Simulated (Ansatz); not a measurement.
```yaml
crystal:
  periodic: [false, false, false]
  atoms:
    - {symbol: Xx, position_ang: [0.129334, 1.799716, -0.274839]}
    - {symbol: O, position_ang: [0.594240, 0.525455, 0.576840]}
    - {symbol: Cd, position_ang: [0.382579, -1.484745, 0.466127]}
    - {symbol: S, position_ang: [0.197116, -3.762321, 0.383658]}
    - {symbol: H, position_ang: [-0.416436, 1.445916, -1.598611]}
    - {symbol: H, position_ang: [-1.017826, 2.484869, 0.480459]}
    - {symbol: H, position_ang: [1.193911, 2.736492, -0.428501]}
    - {symbol: H, position_ang: [-1.112739, -3.755474, 0.489944]}
basis:
  gaussian: {orbitals: STO-3G}
hamiltonian: {xc: {name: PBE}}
accuracy: high
output: {forces: true}
```

```sh
$ ansatz run in.yaml --threads 4 --pin off --events-out ev --progress --plain --max-ram 10444MiB
```

Output, abridged:

```
Error: YAML parse error: error: line 4 column 16: `Xx` is not an element symbol (H … Og, case-exact)
 --> <input>:4:16
2 |   periodic: [false, false, false]
3 |   atoms:
4 |     - {symbol: Xx, position_ang: [0.129334, 1.799716, -0.274839]}
5 |     - {symbol: O, position_ang: [0.594240, 0.525455, 0.576840]}
6 |     - {symbol: Cd, position_ang: [0.382579, -1.484745, 0.466127]}
```

**Question.** Something in this input is off. What?

**Answer.** An element symbol is wrong. The input was rejected before any iteration.
